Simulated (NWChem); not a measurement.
## Total energies of C2H4N

SMILES: [CH]=NC
```xyz
7

C     -1.2992     0.2369     0.0000
N     -0.1052     0.4817     0.0000
C      1.0466    -0.3813     0.0000
H     -1.8602    -0.7242     0.0000
H      1.6644    -0.1633    -0.8843
H      1.6644    -0.1633     0.8843
H      0.7834    -1.4552     0.0000
```
Charge 0, spin multiplicity 2.

The numbers come from NWChem runs, not from measurements. The geometry was optimised at UPBE0/def2-SVP, a minimum by its harmonic frequencies.

Basis set: 3-21G (35 functions).

```
method   total energy (Ha)
-------  -----------------
UHF             -131.67854
UMP2            -131.94469
UB2PLYP         -132.33613
UPBE            -132.35844
UB3LYP          -132.53373
UBP86           -132.53124
```

Total energies of different functionals aren't comparable as a measure of quality: only differences taken within one method are. 

The correlated methods keep 3 core orbitals frozen. B3LYP has NWChem's definition, with VWN1-RPA local correlation. The structure started from a generated list of species. The unpaired electrons of the parent sit in orbitals of symmetry a' (Cs labels of the run); other states weren't searched. No SCF solution was tested for a lower state. Open-shell Hartree-Fock references start from PBE0 orbitals.
